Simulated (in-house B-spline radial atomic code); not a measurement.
The numbers below are computed, except where a source is named.
**Making a Troullier-Martins p channel for O, r_c = 1.06 bohr**

O, [He] 2s2 2p4, non-relativistic PBE, spherical and spin-unpolarised, from a B-spline radial code for spherical atoms (atomic units). The all-electron 2p level is ε = -0.332128 hartree and its outer maximum at 0.81 bohr.

Inside r_c the pseudo-orbital is u(r) = r^2 exp(p(r)), with p = c0 + c2 r² + c4 r⁴ + … + c12 r¹². The seven coefficients follow from p and its first four derivatives at r_c, from zero curvature of the screened potential at the origin, c4 = −c2²/(2l + 5), and from the norm inside r_c. At r_c the all-electron orbital has P = 0.8069614, P' = -0.2837318, the screened potential V = -1.662286, V' = 3.433066, V'' = -9.423576, and the norm inside is Q = 0.4705994.

(1) What are p, p' and p'' at r_c?

For a trial c2 the five matching conditions are linear in c0, c6, c8, c10 and c12, and c2 is varied until the norm inside r_c equals Q. The root nearest zero gives:

| n | c_n |
| --- | --- |
| 0 | 1.764271 |
| 2 | -2.678996 |
| 4 | -1.025289 |
| 6 | 4.987947 |
| 8 | -5.302172 |
| 10 | 2.522859 |
| 12 | -0.4639022 |

(2) Check c4 and p(r_c), and find the screened pseudopotential at the origin.

Orbitals and screened potentials:

```tsv
r (bohr)	P	u	V all-electron	V pseudo
0.106	0.1133	0.06364	-60.85	-13.71
0.265	0.4111	0.3385	-18.4	-13.08
0.424	0.6462	0.6423	-8.909	-10.58
0.583	0.784	0.8122	-5.351	-6.537
0.742	0.8405	0.8536	-3.463	-3.245
0.901	0.8408	0.8417	-2.352	-2.059
1.06	0.807	0.807	-1.662	-1.662
```

Logarithmic derivatives P'/P at R = 1.36 bohr, for energies E around ε:

```
E − ε (hartree)  all-electron       pseudo
           -0.5      0.402403     0.404131
          -0.25   -0.00741147  -0.00676023
           -0.1     -0.316036    -0.315899
              0     -0.559261    -0.559261
            0.1     -0.842491    -0.842282
           0.25      -1.37178     -1.36991
            0.5      -2.75066     -2.73494
```

(3) With P(R) = 0.7011062 and a norm of 0.6426509 inside R, what slope in energy does norm conservation fix?

## Answers

(1) p = ln(P/r_c^2) = ln(0.8069614/1.1236) = -0.33102. p' = P'/P − 2/r_c = -0.35161 − 1.88679 = -2.23840. The radial equation gives p'' = 2(V − ε) − 2(2) p'/r_c − p'² = -2.66032 − (-8.44678) − 5.01043 = 0.77604. Differentiating, p''' = 2V' + 2(2)p'/r_c² − 2(2)p''/r_c − 2p'p'' = -0.55681, and p'''' = 2V'' − 4(2)p'/r_c³ + 4(2)p''/r_c² − 2(2)p'''/r_c − 2p''² − 2p'p''' = 0.11742.

(2) −c2²/7 = -1.02529, as listed. The terms c_n r_c^n are 1.76427, -3.01012, -1.29440, 7.07550, -8.45086, 4.51806, -0.93346, which sum to -0.33102. Inverting the radial equation, V_l(r) = ε + 2 p'/r + (p'' + p'²)/2, so V_l(0) = ε + (2l + 3) c2 = -0.332128 + 5 × (-2.679) = -13.7271 hartree, finite where the all-electron potential diverges.

(3) d(P'/P)/dE = −2 × (norm inside R)/P(R)² = -2.6148 per hartree·bohr at E = ε, for both atoms, since orbital and norm agree at R. Differences over ±0.1 hartree give -2.6323 (all-electron) and -2.6319 (pseudo), which also hold third-order terms. Half a hartree below ε the two curves differ by +0.0017.
